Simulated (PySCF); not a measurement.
Start geometry of `BrC1=CC=CC12C=CC=C2` from GFN2-xTB (Å):
```
atom  x, y, z in Å
Br1   -0.526    2.763   -0.676
C2     0.576    1.261   -0.466
C3     1.895    1.177   -0.695
C4     2.320   -0.174   -0.397
C5     1.271   -0.902    0.009
C6     0.028   -0.057    0.010
C7    -1.077   -0.591   -0.864
C8    -2.185   -0.756   -0.135
C9    -1.922   -0.367    1.238
C10   -0.653    0.035    1.351
H11    2.536    1.968   -1.039
H12    3.335   -0.513   -0.497
H13    1.253   -1.934    0.302
H14   -0.930   -0.776   -1.911
H15   -3.136   -1.113   -0.488
H16   -2.655   -0.402    2.024
H17   -0.139    0.393    2.223
```

Problem. What comes out of this run: PySCF 2.14.0, PBE0-D3(BJ)/def2-SVP geometry optimisation, gas phase?

Solution. 
```
atom  x, y, z in Å
Br1    0.1021    2.4717   -0.6249
C2     1.1773    0.9687   -0.4058
C3     2.5023    0.8690   -0.6305
C4     2.9159   -0.5022   -0.3226
C5     1.8505   -1.2202    0.0831
C6     0.6123   -0.3516    0.0749
C7    -0.4911   -0.8928   -0.8069
C8    -1.6007   -1.0824   -0.0695
C9    -1.3340   -0.6904    1.3195
C10   -0.0625   -0.2626    1.4257
H11    3.1538    1.6696   -0.9806
H12    3.9394   -0.8698   -0.4141
H13    1.8252   -2.2675    0.3834
H14   -0.3536   -1.0781   -1.8719
H15   -2.5550   -1.4641   -0.4365
H16   -2.0621   -0.7395    2.1310
H17    0.4500    0.1037    2.3149
```

The energy falls by 0.066 eV over 6 energy and gradient evaluations, the largest force component goes from 0.0119 to 3.3e-04 Eh/bohr, and the atoms move by 0.029 Å rms after alignment. Among the bonds, 9 bonds (C3–C4, C8–C9, C3–H11, C4–H12, C5–H13, C7–H14 and others) change most and about equally (+0.016 to +0.017 Å). Bonds longer at the end by more than 0.005 Å: 17 of 18; shorter: 1. Rotational constants go from 1365, 954.7, 646.1 to 1362, 938.5, 639.9 MHz. The orientation of the end geometry is arbitrary; only internal coordinates are fixed.

The run used 193 basis functions and 43 SCF cycles in all.

PBE0-D3(BJ)/def2-SVP frequencies: not computed here.
